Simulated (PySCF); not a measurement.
## Electronic structure of Sc⁺ (scandium, charge +1) at the CAM-B3LYP level

Configuration: [Ar] 3d1 4s1, high-spin 3D determinant. Computed with PySCF 2.14 in ANO-RCC-VTZP (6s5p3d2f1g, 59 functions), with scalar relativity by spin-free X2C-1e.

```json
{"Total energy": "-763.985 hartree", "One-electron energy": "-1039.875 hartree", "Hartree (Coulomb) energy": "315.009 hartree", "Exchange-correlation energy": "-39.119 hartree", "⟨S²⟩": "2.0006", "⟨L²⟩": "6.186", "Sum of ⟨r⟩": "16.83 bohr", "Sum of ⟨r²⟩": "29.42 bohr²", "Traceless quadrupole moment −½Σ⟨3z² − r²⟩ along its main axis": "1.82 e·bohr²", "Langevin diamagnetic susceptibility": "-23.3 ×10⁻⁶ cm³/mol", "Time after the integrals": "of the order of 8 core-seconds"}
```

```
shell  electrons  mean orbital energy (eV)  spread (eV)  rms radius, mean of both spins (bohr)
 1s α          1                   -4433.7            0                                 0.0844
 1s β          1                   -4433.7            0                                 0.0844
 2s α          1                   -493.34            0                                  0.373
 2s β          1                   -493.06            0                                  0.373
 2p α          3                   -405.39        0.198                                  0.342
 2p β          3                   -405.17        0.396                                  0.342
 3s α          1                   -67.667            0                                   1.15
 3s β          1                   -66.634            0                                   1.15
 3p α          3                   -44.940        0.136                                   1.27
 3p β          3                   -43.838        1.198                                   1.27
 3d α          1                   -13.526            0                                   1.94
 4s α          1                   -11.846            0                                   3.51
```

Densities and radii are taken from the X2C orbitals without a picture-change correction, which distorts them close to the nucleus.
